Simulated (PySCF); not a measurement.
Dipole moment (D) of eight silicon and germanium compounds: PBE beside M06-2X, computed with PySCF for isolated molecules in the bases named; differences from unrounded values. The eight are the first of their class met in an unordered collection, after screening for sound electronic states; none was chosen by its value, except that the dipole had to exceed 0.05 D. Each molecule has one DFT geometry for both levels.

```json
[
 {"molecule": "CH7NOSi2, SMILES N1C[SiH2]O[SiH2]1", "basis": "def2-TZVP", "M06-2X": "2.06", "PBE": "…", "difference": "…"},
 {"molecule": "Si(All)(F)2(H) (C3H6F2Si), SMILES C=CC[SiH](F)F", "basis": "def2-TZVP", "M06-2X": "2.07", "PBE": "1.87", "difference": "-0.20"},
 {"molecule": "C₂H₉BOSi, SMILES COB(C)[SiH3]", "basis": "def2-TZVP", "M06-2X": "1.11", "PBE": "1.27", "difference": "0.15"},
 {"molecule": "C2H4F2OSi, SMILES FC1(F)OC[SiH2]1", "basis": "def2-TZVP", "M06-2X": "3.87", "PBE": "3.24", "difference": "-0.62"},
 {"molecule": "C₂H₁₃NSi₃, SMILES C[Si@H](C[SiH3])[SiH2]N", "basis": "def2-TZVP", "M06-2X": "1.91", "PBE": "…", "difference": "…"},
 {"molecule": "C3H5NOSi, SMILES O[Si@@H]1C=CC=N1", "basis": "def2-TZVP", "M06-2X": "2.88", "PBE": "2.71", "difference": "-0.17"},
 {"molecule": "C2H8O2Si, SMILES C[C@@H]([SiH2]O)O", "basis": "def2-TZVP", "M06-2X": "2.32", "PBE": "…", "difference": "…"},
 {"molecule": "GeH2Br2, SMILES [GeH2]([Br])[Br]", "basis": "def2-TZVPD", "M06-2X": "1.86", "PBE": "1.66", "difference": "-0.20"}
]
```

Q: Some entries are withheld; supply them. (The exact figures need the calculation; the answer reports its results.)

A: 
- C2H8O2Si, SMILES C[C@@H]([SiH2]O)O, PBE: 2.22
- C2H8O2Si, SMILES C[C@@H]([SiH2]O)O, difference: -0.09
- C₂H₁₃NSi₃, SMILES C[Si@H](C[SiH3])[SiH2]N, PBE: 2.16
- C₂H₁₃NSi₃, SMILES C[Si@H](C[SiH3])[SiH2]N, difference: 0.25
- CH7NOSi2, SMILES N1C[SiH2]O[SiH2]1, PBE: 2.10
- CH7NOSi2, SMILES N1C[SiH2]O[SiH2]1, difference: 0.04

PBE lies below M06-2X in 5 and above it in 3 of the eight; the mean signed difference is -0.11 and the largest -0.62 D.
